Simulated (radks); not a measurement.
The numbers below are computed, except where a source is named.
Charge is removed step by step from the 4p down level of Mo2+, starting from [Ar] 3d10 4s2 4p(up 3, down 3) 4d4. Level of theory: non-relativistic Kohn-Sham, PBEsol, spin-polarised, spherical densities, point nucleus; open shells are filled with parallel spins first (spin-orbit coupling, left out, can overturn this in heavy ions); relativity is left out, which matters for an element this heavy (a radial shooting solver on a logarithmic mesh with Libxc functionals).

| removed (e) | E - E(0) (eV) | eigenvalue (eV) | E minus straight line (eV) |
|---|---|---|---|
| 0 | 0.000 | -54.194 | 0.000 |
| 0.25 | 13.966 | -57.550 | -1.294 |
| 0.5 | 28.782 | -60.989 | -1.738 |
| 0.75 | 44.467 | -64.503 | -1.312 |
| 1 | 61.039 | -68.081 | 0.000 |

Removing the whole electron costs 61.039 eV by Delta-SCF, against 54.194 eV from minus the eigenvalue at the starting occupation. Slater's transition state (half an electron removed) gives 60.989 eV. Integrating minus the eigenvalue over the occupation (Janak's theorem) gives 61.039 eV. The mean slope of the eigenvalue, de/dn, is 13.9 eV per electron.
